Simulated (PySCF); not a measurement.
Polarisability and C₆ of Si+ (silicon, charge +1)

[Ne] 3s2 3p1, 2P determinant. All numbers are calculated (PySCF 2.14, the non-relativistic Hamiltonian (point nucleus), in def2-TZVPPD (6s5p4d1f, 48 functions)). Coupled (time-dependent) response in atomic units; α is the mean over directions.

```
method  mean α (bohr³)         α xx, yy, zz  C₆ (like pair)  S(−4)
   UHF           19.70  19.23, 20.65, 19.23           106.3  158.2
   PBE           19.23  18.53, 20.63, 18.53           101.8  152.6
  PBE0           19.21  18.62, 20.38, 18.62           101.9  150.4
M06-2X           19.03  18.02, 21.06, 18.02           98.17  155.2
 M06-L           18.30  17.99, 18.91, 17.99           97.44  128.4
```

S(−4) is the Cauchy moment in α(ω) = α(0) + S(−4) ω² + …

α(iu) at M06-2X:

```
u (hartree)  α(iu) (bohr³)
          0          19.03
     0.0500          18.65
      0.100          17.61
      0.200          14.42
      0.300          11.13
      0.500          6.534
      0.750          3.699
       1.00          2.354
       1.50          1.217
       2.00         0.7675
       3.00         0.4144
       5.00         0.2004
```

A single London oscillator, α(iu) = α/(1 + u²/ω²), gives C₆ = (3/4) ω α². Matching the computed C₆ needs ω = 4 × 98.17 / (3 × 19.03²) = 0.361 hartree.

For an ion, C₆ is the dispersion term alone; charge-induced terms of lower order in 1/R come first.

The components differ because the open shell of this determinant is not spherical; for a pure term their mean is the scalar polarisability.
